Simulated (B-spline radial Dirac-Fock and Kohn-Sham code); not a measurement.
**Cr⁴⁺: eigenvalues, ΔSCF and the reference**

System: chromium as Cr⁴⁺, configuration [Ar] 3d2.

The density-functional columns are spherical, spin-unpolarised Dirac-Kohn-Sham results without Breit or QED terms: −ε is minus the orbital energy of the initial state and ΔSCF the difference of two total energies. The reference in the last column comes from Dirac-Fock (average of configuration) total-energy differences with a finite nucleus, the Breit interaction including its frequency dependence, and self-energy and vacuum-polarisation corrections. All numbers are from a radial atomic solver, in eV; a selection of levels is shown.

```csv
level,LDA −ε,LDA ΔSCF,PBE −ε,PBE ΔSCF,Dirac-Fock
1s,5926.9,6074.1,5941.1,6088.7,6065.1
2s,728.5,756.8,730.0,758.3,776.4
2p1/2,628.9,661.7,629.2,662.0,661.8
2p3/2,620.3,652.7,620.6,653.0,653.4
3s,132.4,143.7,132.8,144.2,150.2
3p1/2,104.2,115.3,104.2,115.3,114.8
3p3/2,103.0,114.1,103.1,114.1,113.7
3d,58.28,68.67,58.00,68.38,67.10
```

Question: Order the estimates of the K (1s) level by their distance from the Dirac-Fock value, nearest first.
A. PBE −ε
B. LDA −ε
C. PBE ΔSCF
D. LDA ΔSCF

Answer: D (8.9 eV), C (23.5 eV), A (124.1 eV), B (138.2 eV).

Values without a named source are computed, but for edge energies of neutral atoms, which are taken from tables.
